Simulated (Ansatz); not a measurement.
Calculated with Ansatz (gas phase, PBE0-D4/def2-TZVP geometries, no zero-point term in ΔE). CBS: MP2 limit from def2 TZ/QZ plus the TZ coupled-cluster correction, frozen cores. DFT in def2-TZVPP. def2 core potentials past Kr. For In, Zn outer-core shells are correlated without core-valence functions, which leaves a few kJ/mol of doubt a bond. Scalar relativity is left out up to krypton. One conformer a species, not always the lowest.

Reaction (formal exchange of groups at a C–C bond): `CC[O][Zn][Cl]` + `[NH2][InH][Cl]` → `[CH3][In]([NH2])[Cl]` + `C[O][Zn][Cl]`

`CC[O][Zn][Cl]`:

Cartesian coordinates in Å:
```
C -1.430 -0.683 0.249
C -0.191 0.169 0.399
O 0.672 -0.084 -0.686
Zn 2.243 0.666 -0.964
Cl 4.112 1.466 -1.422
H -1.943 -0.448 -0.685
H -1.164 -1.743 0.235
H -2.120 -0.509 1.079
H -0.479 1.229 0.438
H 0.299 -0.064 1.356
```

`[NH2][InH][Cl]`:

Cartesian coordinates in Å:
```
N -0.411 -1.056 0.240
In 0.573 0.643 -0.113
Cl -0.717 2.004 -1.510
H -0.174 -1.651 1.017
H -1.401 -1.087 0.050
H 2.131 1.147 0.317
```

`[CH3][In]([NH2])[Cl]`:

Cartesian coordinates in Å:
```
C 1.187 -1.096 0.686
In -0.005 0.521 -0.014
N -1.828 0.627 -0.838
Cl 0.767 2.709 0.369
H 2.112 -0.698 1.100
H 0.646 -1.642 1.458
H 1.415 -1.777 -0.134
H -2.097 1.503 -1.260
H -2.199 -0.147 -1.368
```

`C[O][Zn][Cl]`:

Cartesian coordinates in Å:
```
C 0.048 -0.757 0.816
O 0.774 0.117 -0.006
Zn 0.112 1.182 -1.246
Cl -0.516 2.490 -2.741
H 0.753 -1.273 1.476
H -0.678 -0.235 1.453
H -0.493 -1.524 0.247
```

**Question.** Is it downhill or uphill in electronic energy at CCSD(T)/CBS, and by how much? (An estimate is asked.)

**Answer.** Computed: Downhill: ΔE = -0.19 eV.

**Question.** What do these levels give: PBE-D4, PBE-QIDH, PBE, PBE0, r2SCANh, CCSD(T)/def2-TZVPP? (An estimate is asked.)

**Answer.** Computed: PBE-D4 -0.15, PBE-QIDH -0.15, PBE -0.16, PBE0 -0.13, r2SCANh -0.13, CCSD(T)/def2-TZVPP -0.17 eV.

Largest T1 diagnostic among the species: 0.015.

From BLYP to BHLYP (50 % exact exchange), in def2-TZVPP and without D4, ΔE moves by +0.07 eV. Leaving LDA and LC-ωPBE aside and taking each functional with its dispersion term where it has one, the values, not all of them listed here, spread over 0.14 eV, from B2PLYP to B97M-V. LDA lies +0.12 eV from PBE without D4.
